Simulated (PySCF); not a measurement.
## A small calculation by hand: chemical shift, span and skew from a shielding tensor

CrO2F, SMILES [O]=[Cr+]([F])=[O], charge +1, multiplicity 1. Atoms are numbered in the order given.

```xyz
4

Cr     0.0529     0.2581     0.0000
O      0.7797    -0.2652     1.2102
O      0.7797    -0.2652    -1.2102
F     -1.5274    -0.2169     0.0000
```
Charge +1, spin multiplicity 1.

Geometry optimised at PBE0-D3(BJ)/def2-SVP. The multiplicity is an assumed one; other spin states were not compared. The isomer is the one that the SMILES or the coordinates give; other isomers of the formula were not compared.

GIAO shieldings from PBE/pcSseg-2 run with PySCF, non-relativistic, no solvent. The symmetric part of the tensor of F4 has the principal values -987.6, -344.0, 54.4 ppm. The same nucleus in CFCl3 has σ = 132.0 ppm at this level (PySCF, at its B3LYP-D3(BJ)/def2-TZVP geometry).

### Question
Work out the isotropic shielding, the ¹⁹F shift against CFCl3, the span and the skew.

### Answer

σ(iso) = (σ11 + σ22 + σ33)/3 = -425.7 ppm. δ = σ(ref) − σ(iso) = 132.0 − (-425.7) = 557.7 ppm.
Span Ω = σ33 − σ11 = 1042.0 ppm. Skew κ = 3(σ(iso) − σ22)/Ω = -0.24. Tumbling in solution averages the tensor to δ; in a static solid the shielding alone would spread this spin-1/2 line over Ω.
